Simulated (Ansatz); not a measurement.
One change: `C[O][Ge]([OH])([Cl])[Cl]` becomes `C[O][Ge]([OH])([SiH3])[Cl]`.

Ansatz, PBE0-D4/def2-TZVP geometries, multiplicity 1. Each molecule was computed in one conformer, which needn't be the lowest.

Scalar relativity is left out up to krypton.

```tsv
property	`C[O][Ge]([OH])([Cl])[Cl]`
LUMO energy (PBE/def2-TZVPP) / eV	-2.08
HOMO energy (B3LYP/def2-TZVPP) / eV	-8.55
LUMO energy (ωB97M-V/def2-TZVPP) / eV	0.99
HOMO energy (PBE0/def2-TZVPP) / eV	-8.81
HOMO–LUMO gap (B3LYP/def2-TZVPP) / eV	7.17
size of the dipole moment (B3LYP/def2-TZVPP) / D	2.28
```

Q: Give the same properties after the change, and the shifts. (An estimate is asked.)

A: Ansatz gave: 
```json
{"property": "LUMO energy (PBE/def2-TZVPP) / eV", "`C[O][Ge]([OH])([SiH3])[Cl]`": "-1.31", "shift": "0.77"}
{"property": "HOMO energy (B3LYP/def2-TZVPP) / eV", "`C[O][Ge]([OH])([SiH3])[Cl]`": "-7.82", "shift": "0.73"}
{"property": "LUMO energy (ωB97M-V/def2-TZVPP) / eV", "`C[O][Ge]([OH])([SiH3])[Cl]`": "1.42", "shift": "0.43"}
{"property": "HOMO energy (PBE0/def2-TZVPP) / eV", "`C[O][Ge]([OH])([SiH3])[Cl]`": "-8.06", "shift": "0.75"}
{"property": "HOMO–LUMO gap (B3LYP/def2-TZVPP) / eV", "`C[O][Ge]([OH])([SiH3])[Cl]`": "7.17", "shift": "0.00"}
{"property": "size of the dipole moment (B3LYP/def2-TZVPP) / D", "`C[O][Ge]([OH])([SiH3])[Cl]`": "1.80", "shift": "-0.48"}
```

With PBE0 the HOMO rises by 0.75 eV and the LUMO rises by 0.65 eV, so the gap narrows by about 0.10 eV. PBE moves the HOMO by 0.58 eV and ωB97M-V by 0.96 eV. Dipoles are sizes alone; their direction can turn.

B3LYP here is the variant with VWN-RPA as its local correlation; programs differ in this.
